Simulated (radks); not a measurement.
W4+, 70 electrons, occupied as [Xe] 4f14 5d2. All-electron calculation, Dirac Kohn-Sham, Slater X-alpha with alpha = 0.761, spin-unpolarised, spherical densities, finite nucleus; open shells fill j = l - 1/2 first; Fermi nuclear charge, rms radius 5.3658 fm. Program: a radial shooting solver on a logarithmic mesh with Libxc functionals.

Spin-orbit splittings of the eigenvalues, e(l+1/2) - e(l-1/2), with zeta = 2 splitting/(2l+1) and mean radii in bohr:

shell  occ.  splitting (eV)  zeta (eV)  <r> j=l-1/2  <r> j=l+1/2
2p        6            1356      904.0      0.06360      0.07155
3p        6           293.6      195.7       0.1903       0.2051
3d       10           64.02      25.61       0.1793       0.1839
4p        6           68.29      45.53       0.4537       0.4870
4d       10           12.63      5.050       0.5032       0.5147
4f       14               ?          ?       0.5944       0.6035
5p        6           10.45      6.966        1.151        1.244
5d        2           1.123     0.4492        1.624        1.662

Estimate the 4f splitting.

Answer. 2.295 eV (zeta = 0.6556 eV).
